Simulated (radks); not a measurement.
All-electron atom: the bismuth ion Bi+ in [Hg] 6p2. All-electron calculation, Dirac Kohn-Sham, exchange-only B88, spin-unpolarised, spherical densities, finite nucleus; open shells are shared between the two j in proportion to 2j + 1; Fermi nuclear charge, rms radius 5.5211 fm. Program: a radial shooting solver on a logarithmic mesh with Libxc functionals.

Unscreened Slater integrals over Kohn-Sham orbitals (cm^-1). Large and small components are both included.

integral,value
"F0(6p3/2,6p3/2)",67348
"F2(6p3/2,6p3/2)",36195
"F0(6p3/2,6p1/2)",71261
"G2(6p3/2,6p1/2)",37037
"F0(6p3/2,6s1/2)",76476
"G1(6p3/2,6s1/2)",43810
"F0(6p3/2,5d5/2)",84025
"F2(6p3/2,5d5/2)",24721
"G1(6p3/2,5d5/2)",9035.8
"G3(6p3/2,5d5/2)",7701.6
"F0(6p1/2,6p1/2)",76191
"F0(6p1/2,6s1/2)",83022
"G1(6p1/2,6s1/2)",54639
"F0(6p1/2,5d5/2)",93676
"G3(6p1/2,5d5/2)",11936
"F0(6s1/2,6s1/2)",92590
"F0(6s1/2,5d5/2)",109740
"G2(6s1/2,5d5/2)",23467
"F0(5d5/2,5d5/2)",158170
"F2(5d5/2,5d5/2)",82593
"F4(5d5/2,5d5/2)",55165
